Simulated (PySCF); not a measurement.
A calculated (PBE0, PySCF 2.14, aug-cc-pVDZ, the non-relativistic Hamiltonian (point nucleus)) atom or ion has these occupied shells.

```csv
shell,electrons,orbital energy (eV),"rms radius, mean of both spins (bohr)"
1s,2,-201.31,0.381
2s,2,-20.841,1.96
```

Problem. Name the element and its charge.

Solution. B⁺ (boron, charge +1), in [He] 2s2, closed-shell 1S.
